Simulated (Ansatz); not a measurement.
[MoO3(NH2)]- (MoNO3H2⁻) was relaxed with r2SCAN-D4 (def2-SVPD) in Ansatz in these states: charge -1 singlet, neutral doublet. The geometries follow in no particular order.

In the def2 sets Mo takes a core potential; there is no spin–orbit coupling.

A:

```xyz
7

Mo   -0.291   -0.078   -0.716
O     0.896    0.677   -1.738
O    -0.422   -1.766   -1.102
O    -1.806    0.759   -0.858
N     0.262    0.026    1.215
H     1.031   -0.555    1.535
H     0.329    0.936    1.664
```

B:

```xyz
7

Mo    0.002    0.675   -0.412
O    -0.371   -0.021   -2.059
O    -1.224    1.740    0.099
O     1.529    1.431   -0.396
N     0.011   -0.978    0.678
H    -0.794   -1.329    1.195
H     0.847   -1.518    0.895
```

Judge from the bond lengths which geometry belongs to which state (an estimate).

A is the charge -1 singlet (Mo1–O2 1.739 Å, Mo1–O3 1.737 Å, Mo1–O4 1.737 Å); B is the neutral doublet (Mo1–O2 1.827 Å, Mo1–O3 1.703 Å, Mo1–O4 1.703 Å).
